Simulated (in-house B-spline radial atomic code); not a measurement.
**Tm VII (Tm6+): [Kr] 4d10 4f11 5s1 5p5 (with a hole in an inner shell)**

All numbers are computed (Dirac-Hartree-Fock, average of configuration; Fermi nucleus of rms radius 5.2256 fm) with an all-electron radial atomic-structure program (B-spline basis), not measured.

Screening seen three ways: the hydrogenic charge with the same mean radius, Z_r = [3n² - l(l+1)]/(2<r>), the one with the same energy, Z_e = n√(-2ε), and Slater's rules. Values are occupation-weighted means over j. An effective charge above Z reflects the relativistic contraction of the inner shells.

| shell | electrons | ε (eV) | <r> (bohr) | Z_r | Z_e | Slater |
| --- | --- | --- | --- | --- | --- | --- |
| 1s | 2 | -59845 | 0.02001 | 74.97 | 66.32 | 68.70 |
| 2s | 2 | -10303 | 0.08424 | 71.23 | 55.04 | 64.85 |
| 2p | 6 | -9146.5 | 0.07506 | 66.61 | 51.86 | 64.85 |
| 3s | 2 | -2445.6 | 0.2199 | 61.39 | 40.22 | 57.75 |
| 3p | 6 | -2084.9 | 0.2191 | 57.05 | 37.14 | 57.75 |
| 3d | 10 | -1616.9 | 0.1998 | 52.55 | 32.70 | 47.85 |
| 4s | 2 | -585.37 | 0.4978 | 48.22 | 26.24 | 41.25 |
| 4p | 6 | -463.36 | 0.5261 | 43.72 | 23.34 | 41.25 |
| 4d | 10 | -292.77 | 0.5681 | 36.96 | 18.56 | 29.85 |
| 5s | 1 | -147.9 | 1.166 | 32.15 | 16.49 | 14.60 |
| 5p | 5 | -111.44 | 1.315 | 27.76 | 14.31 | 14.60 |
| 4f | 11 | -107.72 | 0.68 | 26.47 | 11.26 | 19.50 |

The least bound orbital is 4f7/2 at -107.1 eV, while the most diffuse is 5p3/2 (<r> = 1.339 bohr against 0.6835 bohr): energy order and size order differ.

Spin-orbit splittings of the orbital energies (j = l + 1/2 above j = l - 1/2 when positive): 2p 982.5 eV, 3p 211.1 eV, 3d 45.6 eV, 4p 48.34 eV, 4d 9.006 eV, 5p 7.733 eV, 4f 1.429 eV.

For the 1s electron the small component carries 6.69 % of the norm, the zero-frequency Breit interaction raises the level by 193 eV, self-energy by 118 eV, and vacuum polarisation lowers it by 20.72 eV.
